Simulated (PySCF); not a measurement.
## Cl+: ionisation energy

Cl+ [Ne] 3s2 3p4 (3P) → Cl(2+) [Ne] 3s2 3p3 (4S), as a difference of total energies. All numbers are calculated (PySCF 2.14, scalar relativity by spin-free X2C-1e, in aug-cc-pVDZ-DK (5s4p2d, 27 functions)). Correlated levels: valence: [Ne] frozen. The calculations carry no spin-orbit coupling.

| method | ionisation energy (eV) |
| --- | --- |
| UHF | 22.510 |
| M06-2X | 23.764 |
| MN15 | 23.845 |
| MP2 (valence) | 23.031 |
| SCS-MP2 (valence) | 23.050 |
| CCSD (valence) | 23.053 |
| CCSD(T) (valence) | 23.069 |

How much does correlation contribute at CCSD(T) (valence)?

23.069 − (22.510) = 0.559 eV, measured against UHF.

Errors of the correlated levels include the incompleteness of this basis and the frozen core.

For comparison: 23.771 eV (measured; NIST levels, between the centres of gravity of the two terms).
